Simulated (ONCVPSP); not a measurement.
## Scattering properties, ONCV potential for iron

iron, optimised norm-conserving Vanderbilt (ONCV), made with ONCVPSP 4.0.1 (PBE, scalar-relativistic). Core [Ar], reference 3d6 4s2. Waves: 4s: rc 2.05 bohr, ncon 4, nbas 8, qcut 3.2 1/bohr, 3 projectors, debl 1.9 Ha; p scattering state at 0.28 Ha: rc 1.95 bohr, ncon 4, nbas 7, qcut 3.4 1/bohr, 3 projectors, debl 3.8 Ha; 3d: rc 1.20 bohr, ncon 4, nbas 8, qcut 13.2 1/bohr, 2 projectors, debl 3.2 Ha. Local part: polynomial inside 1.05 bohr (lpopt 5, dvloc0 0 Ha). Core correction: none.

The phase is arctan(r·R′/R) of the radial function R(r), unwrapped; energies in Ha, scanned from -2 to 5 Ha. A pole is an energy at which the radial function vanishes at the test radius. The pseudo phase is shifted by a multiple of π to meet the all-electron one at the reference energy, and phase errors are pseudo minus all-electron; the curves can meet again beyond the range given. Levels narrower than the energy grid can be missing from the lists of poles.

Problem. For each channel, where are the poles, and over which energies does the pseudopotential scatter like the atom?

Solution.

```csv
channel,radius (bohr),reference energy (Ha),"poles, all-electron","poles, pseudo",unbroken range about the reference energy with phases within 0.05 rad,phase error 1 Ha above the reference energy (rad)
s,2.08,-0.19,1.98,1.98,the whole range,-0.000
p,1.97,0.28,3.12,"-0.88, 3.12",above -0.5,+0.002
d,1.22,-0.28,1.15,1.15,the whole range,+0.000
```

Note: ghosts flagged at negative energy: p at -24.4 eV; GHOST(+) flagged for s at 51.9 eV. A true bound ghost makes a file unfit for plane-wave use.

Phases in the p channel:

```csv
E (Ha),all-electron,pseudo
-1.98,1.401,4.350
-1.62,1.275,4.289
-1.26,1.189,4.171
-0.90,1.084,1.793
-0.54,0.922,0.975
-0.18,0.624,0.637
0.18,0.056,0.057
0.54,-0.618,-0.616
0.90,-1.022,-1.019
1.26,-1.230,-1.227
1.62,-1.349,-1.347
1.98,-1.427,-1.425
2.34,-1.483,-1.482
2.70,-1.528,-1.527
3.06,-1.565,-1.565
3.42,-1.600,-1.600
3.78,-1.635,-1.635
4.14,-1.673,-1.673
4.50,-1.717,-1.717
4.86,-1.776,-1.776
```
